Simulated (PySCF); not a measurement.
**Which determinant of RbSi lies lowest?**

Unrestricted PBE0; PySCF, scalar-relativistic core potentials, basis sets Rb def2-SVP with ECP28, Si def2-SVP. Outer shells of the fragments: Rb 5s1; Si 3s2 3p2.

Followed along the bond (rough minima from three points):

```json
{"2Ms+1": "4", "unpaired": "σ ↑, π ↑↑", "⟨S²⟩ at the start": "3.75", "R at minimum (Å)": "3.23", "Te (eV)": "0.00"}
{"2Ms+1": "2", "unpaired": "σ ↓, π ↑↑", "⟨S²⟩ at the start": "1.76", "R at minimum (Å)": "3.26", "Te (eV)": "0.46"}
{"2Ms+1": "2", "unpaired": "σ ↑, π ↑↓", "⟨S²⟩ at the start": "1.76", "R at minimum (Å)": "3.24", "Te (eV)": "0.49"}
{"2Ms+1": "2", "unpaired": "σ ↑", "⟨S²⟩ at the start": "0.75", "R at minimum (Å)": "3.24", "Te (eV)": "1.34"}
{"2Ms+1": "2", "unpaired": "π ↑", "⟨S²⟩ at the start": "0.78", "R at minimum (Å)": "none in the scan", "Te (eV)": "≤ 0.84"}
```

Solutions found at the starting distance of 3.175 Å, counted from the lowest of them; the search is not exhaustive and high or unbound solutions are not listed, so other states can lie among these:

```tsv
2Ms+1	unpaired	term	E (eV)	⟨S²⟩	⟨Lz²⟩	μ (D)
4	σ ↑, π ↑↑	⁴Σ⁻	0.00	3.75	0.00	-10.13
2	σ ↓, π ↑↑	mixed	0.47	1.76	0.00	-9.39
2	σ ↑, π ↑↓	mixed	0.49	1.76	2.02	-9.81
2	π ↑	²Π	0.93	0.78	1.01	-6.89
2	σ ↑	mixed	1.34	0.75	2.00	-9.77
2	π ↑	²Π	1.65	0.75	1.02	-10.94
```

A term symbol is given only where ⟨S²⟩ and ⟨Lz²⟩ are close to those of a pure state; real π, δ and φ orbitals otherwise mix terms. A positive dipole means Rb(−)Si(+).

Spin–orbit coupling is left out.
